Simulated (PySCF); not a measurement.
CuI, charge -1, doublet, at a GFN2-xTB geometry (such geometries of metal compounds can be far from the true shape) (the multiplicity is a formal guess) (core potentials on I) (in this run its highest filled SCF level lies above zero, so its values depend strongly on the basis, on diffuse functions most of all). Base run: BLYP/def2-SVP (PySCF).

Here is a job for PySCF.
```python
from pyscf import gto, scf, dft

mol = gto.Mole()
mol.atom = '''
    Cu   -0.00000000   -0.00000000   -1.64845868
    I     0.00000000    0.00000000    0.90198683
'''
mol.basis = 'def2-svp'
mol.ecp = {'I': 'def2-svp'}
mol.charge = -1
mol.spin = 1
mol.verbose = 4
mol.build()

mf = dft.UKS(mol)
mf.xc = 'blyp'
mf.kernel()
```

Variants of this job, named by their change:

```tsv
change	ΔE vs base (mEh)	fitting functions	outcome
base	0.000	-	converged
auxbasis = def2-universal-jkfit	-0.032	482	converged
auxbasis = cc-pvtz-ri	-	-	input refused
auxbasis = even-tempered beta=2.0	-0.162	570	converged
auxbasis = even-tempered beta=3.0	-97.361	376	converged
auxbasis = def2-tzvp-ri	-	-	input refused
auxbasis = cc-pvdz-jkfit	-	-	input refused
auxbasis = def2-universal-jfit	-0.096	149	converged
auxbasis = cc-pvqz-jkfit	-	-	input refused
auxbasis = default (with mf = mf.density_fit())	-0.096	149	converged
```

A fitting set is made for a task (jfit for Coulomb, jkfit for Coulomb and exchange, ri for correlation) and for a family of orbital bases.

Open shells are given as the SCF converged; they aren't shown to be the lowest states, and a large step between rows can be another state.

- auxbasis = cc-pvtz-ri: ended with `pyscf.lib.exceptions.BasisNotFoundError: Basis set not found for Cu in cc-pvtz-ri`
- auxbasis = def2-tzvp-ri: ended with `pyscf.lib.exceptions.BasisNotFoundError: Basis set not found for I in def2-tzvp-ri`
- auxbasis = cc-pvdz-jkfit: ended with `pyscf.lib.exceptions.BasisNotFoundError: Basis set not found for Cu in cc-pvdz-jkfit`
